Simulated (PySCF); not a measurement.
## V⁺ (vanadium, charge +1) across methods

[Ar] 3d4, high-spin 5D determinant. Computed with PySCF 2.14 in x2c-QZVPPall with one added diffuse shell each of s, p, d, f, g type (12s8p6d4f3g, 121 functions), with the spin-free X2C one-electron Hamiltonian (Gaussian nucleus). The B2PLYP total includes its PT2 part (frozen core); its orbital energies are those of the SCF part.

```tsv
method	E (hartree)	mean ε 3p α (eV)	mean ε 3p β (eV)	mean ε 3d α (eV)	Σ⟨r²⟩ (bohr²)	⟨S²⟩
UHF	-947.93192	-61.657	-53.185	-15.832	21.66	6.001
PBE0	-948.758	-51.613	-47.137	-11.471	22.40	6.000
LDA	-946.751	-48.024	-44.861	-10.046	22.83	6.000
B2PLYP	-948.695	-55.262	-49.441	-12.999	22.11	6.001
PBE	-948.730	-48.054	-44.743	-9.902	22.89	6.000
```

Q: Estimate the same row for BLYP.

A: E (hartree) = -949.000; mean ε 3p α (eV) = -47.835; mean ε 3p β (eV) = -44.671; mean ε 3d α (eV) = -9.744; Σ⟨r²⟩ (bohr²) = 22.95; ⟨S²⟩ = 6.000.
